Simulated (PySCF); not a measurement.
SMILES C[OH2+] (charge +1) at its PBE0/def2-SVP optimised geometry (Å):

```
7

C     -0.7758    -0.2436     0.0000
O      0.7104    -0.2436     0.0000
H     -1.0657    -0.7927     0.9021
H     -1.0657    -0.7926    -0.9021
H     -1.1342     0.7927     0.0000
H      1.1342     0.1212     0.8020
H      1.1342     0.1203    -0.8024
```

Method: PySCF with PBE0/def2-TZVP.

Map of the electron localisation function on the plane z = 1.5 Å:

```
|                             |
|                             |
|                             |
|                             |
|                             |
|                             |
|                             |
|                             |
|                             |
|                             |
|                  :--.       |
|                 :+*+=.      |
|                 =*#*+:      |
|        .:::.   .+###*-      |
|      .-+***-    =###+-      |
|     .=#%@@@#.   :+*+=.      |
|     -#@@@@@%-   .:--.       |
|     +%@@@@@@+     .         |
|     +@@@@@@@+               |
|     -%@@@@@@+               |
|     .*@@@@@%-               |
|      :*%@@%+.               |
|       .-++=.                |
|                             |
|                             |
|                             |
|                             |
|                             |
|                             |
```
Scale: ten equal steps from 0.000 (start of ' ') to 0.996 (end of '@'), in the order ' .:-=+*#%@'; x runs from -3.50 to 3.50, y from -3.50 (bottom) to 3.50 (top).
